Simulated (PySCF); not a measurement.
Coordinates in bohr (charge 0 multiplicity 1):
```
Ge   -0.5098    0.0000   -1.0413
F    -2.9475    0.0000    1.1882
Cl    2.6821    0.0000    1.5626
```

These are results of PBE0/[Ge def2-TZVP, F def2-TZVP, Cl def2-TZVP], no relativity, density fitting, PySCF, not measurements.

This geometry of GeFCl is a stationary point at this level.

What is the point group?

Cs.

Is it a minimum?

Yes: all harmonic wavenumbers are real.

Which band is strongest in the infrared?

674 cm⁻¹ (a'), 113 km/mol.

What are the dipole moment and the gap between the highest occupied and lowest empty levels?

2.25 D and 5.59 eV.

What is the atomisation energy, with and without zero-point energy?

925 kJ/mol without, 917 kJ/mol with.

This need not be the most stable arrangement of these atoms.
